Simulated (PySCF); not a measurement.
# Ionisation energy of Al¹¹⁺ by level of theory

Al¹¹⁺ 1s2 (1S) → Al¹²⁺ 1s1 (2S), as a difference of total energies. Computed with PySCF 2.14 in an even-tempered Gaussian basis (17 s from 6.2 bohr⁻², ratio 2.2; 7 p from 9.7 bohr⁻², ratio 2.4; 4 d from 29 bohr⁻², ratio 2.4; 3 f from 44 bohr⁻², ratio 2.4; 3 g from 65 bohr⁻², ratio 2.4), with the spin-free X2C one-electron Hamiltonian (Gaussian nucleus). Correlated levels: nothing frozen; virtual orbitals above 40 to 60 times the deepest correlated orbital energy dropped. The calculations carry no spin-orbit coupling.

```
                 method  ionisation energy (eV)  difference from reference (eV)
                    UHF                  2085.4                            -0.6
                    LDA                  2075.1                           -10.9
                    PBE                  2084.7                            -1.3
                   PBE0                  2085.1                            -0.9
                 r2SCAN                  2086.8                            +0.8
                   BLYP                  2086.2                            +0.2
                 revPBE                  2086.2                            +0.2
    MP2 (all electrons)                  2086.6                            +0.6
SCS-MP2 (all electrons)                  2086.9                            +0.9
```

Reference: 2086.0 eV (theoretical estimate listed by NIST; NIST Atomic Spectra Database, ionization energies).
